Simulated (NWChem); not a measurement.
# Correlation energy of diphosphane (H₄P₂)

```
P
H 1 1.4315
H 1 1.4315 2 92.18
P 1 2.2710 2 93.52 3 93.66
H 4 1.4315 1 93.52 2 87.60
H 4 1.4315 5 92.18 1 -93.66
```
Charge 0, spin multiplicity 1.

Everything below was run with NWChem. All single points use one geometry, from B3LYP/def2-SVP, a minimum by its harmonic frequencies. It is one conformer; others weren't searched.

Basis set: STO-3G. Each correlation energy counts from its own Hartree-Fock reference.

```tsv
method	correlation energy (mHa)	difference from CCSD(T)
MP2	-78.7	+36.3
SCS-MP2	-91.8	+23.2
CCSD	-114.6	+0.5
CCSD+T(CCSD)	-115.0	0.0
CCSD(T)	-115.0	0.0
CR-CCSD[T]	-115.0	0.0
CR-CCSD(T)	-115.0	+0.1
CCSDT	-115.2	-0.1
```

The values span 36.4 mHa, from CCSDT (lowest) to MP2 (highest). 

The correlated methods keep 10 core orbitals frozen. Differences from the coupled-cluster row are differences between methods, not errors against experiment.
